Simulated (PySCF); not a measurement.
## Fractional electron number in Pt⁻ (platinum, charge -1)

The 6s beta orbital of [Xe] 4f14 5d9 6s2 is emptied in steps (occupation f), with all orbitals relaxed, ending at [Xe] 4f14 5d9 6s1. Calculation: PySCF 2.14, in aug-cc-pVTZ-PP with ECP60MDF (6s6p5d3f2g, 88 functions); scalar relativity through the core potential. The exact energy is a straight line in f; departures are measured from the line between the end points of the same method.

```csv
f,BHandHLYP (eV),r2SCAN0 (eV)
1,0.000,0.000
0.9,-0.104,-0.155
0.7,-0.250,-0.366
0.5,-0.305,-0.441
0.3,-0.262,-0.374
0.1,-0.115,-0.161
0,0.000,0.000
```

```
   method  E(f=0) − E(f=1) (eV)  −ε at f=1 (eV)  −ε at f=0.5 (eV)
BHandHLYP                 1.603           0.462             1.568
  r2SCAN0                 1.801           0.096             1.777
```

Orbital energy along the path (eV):

```csv
f,BHandHLYP,r2SCAN0
1,-0.462,-0.096
0.9,-0.660,-0.414
0.7,-1.094,-1.081
0.5,-1.568,-1.777
0.3,-2.075,-2.498
0.1,-2.612,-3.233
0,-2.892,-3.595
```

Reference removal energy between the ground levels: 2.125 eV (measured; photodetachment measurements, as compiled on the Wikipedia data page of electron affinities). The calculation has no spin-orbit coupling.
